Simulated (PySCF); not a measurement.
## Correlation energy of Br⁺ (bromine, charge +1)

[Ar] 3d10 4s2 4p4, high-spin 3P determinant. All numbers are calculated (PySCF 2.14, the non-relativistic Hamiltonian (point nucleus), in 6-31G*). Frozen: [Ar] 3d10; 6 electrons correlated.

MP2 pair energies summed by pair of shells (mhartree):

```
 pair  energy  share (%)
4p-4p  -35.00       48.9
4s-4p  -31.07       43.4
4s-4s   -5.45        7.6
```

Total MP2 correlation energy: -71.52 mhartree.

Same-spin part -17.55 and opposite-spin part -53.97 mhartree; SCS-MP2 scales them by 1/3 and 6/5 to -70.61 mhartree.

| level | correlation energy (mhartree) |
| --- | --- |
| CCSD | -87.24 |
| (T) | -0.95 |
| CCSD(T) | -88.19 |

Diagnostics: T1 = 0.0060, D1 = 0.0201, largest double amplitude 0.053.

Question: Is a single reference adequate?

Answer: Yes, within this model without spin-orbit coupling: T1 lies below 0.03 and no double amplitude reaches 0.07.
